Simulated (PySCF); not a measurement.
# Spinor energies of W⁴²⁺ (tungsten, charge +42)

Start: [Ar] 3d10 4s2 4p2; 4p1/2 filled at m_j = -1/2, +1/2. Calculated with PySCF 2.14 in an uncontracted even-tempered set (16 s from 5.3 bohr⁻², ratio 2.8; 13 p from 6.9 bohr⁻², ratio 2.8; 8 d from 12 bohr⁻², ratio 2.8; 4 f from 30 bohr⁻², ratio 3): generalised Hartree-Fock with the X2C-1e Hamiltonian and a Gaussian nucleus; one run each with spin-orbit coupling (SO) switched off, then screened by Boettger's factors.

```tsv
spinor shell	electrons	ε, spin-free (eV)	ε, screened SO (eV)	weight of nominal j (screened SO)	rms radius, screened SO (bohr)
1s1/2	2	-71928.4	-71901.7	1.000	0.0208
2s1/2	2	-14207.3	-14196.6	1.000	0.0837
2p1/2	2	-12682.4	-13650.0	1.000	0.0711
2p3/2	4	-12682.4	-12284.4	1.000	0.0786
3s1/2	2	-4779.9	-4774.4	1.000	0.212
3p1/2	2	-4316.8	-4537.4	1.000	0.203
3p3/2	4	-4316.8	-4220.9	1.000	0.217
3d3/2	4	-3798.2	-3835.2	1.000	0.190
3d5/2	6	-3798.2	-3766.4	1.000	0.194
4s1/2	2	-2230.2	-2228.1	1.000	0.446
4p1/2	2	-2077.7	-2139.5	1.000	0.435
```

| quantity | spin-free | screened SO |
| --- | --- | --- |
| E (hartree) | -14974.91085 | -14998.02305 |
| M_J | 0 | 0 |
| ⟨J²⟩ | 2.001 | 0.000 |
| ⟨L²⟩ | 2.001 | 1.376 |
| ⟨S²⟩ | 2.000 | 1.376 |

Breit and QED terms are absent; they matter most for the inner s and p1/2 levels.

Densities and radii are taken from the X2C orbitals without a picture-change correction, which distorts them close to the nucleus.

Without spin-orbit coupling the j labels of p, d and f shells carry no meaning; the spin-free column gives the mean over the occupied spinors of each nl shell.
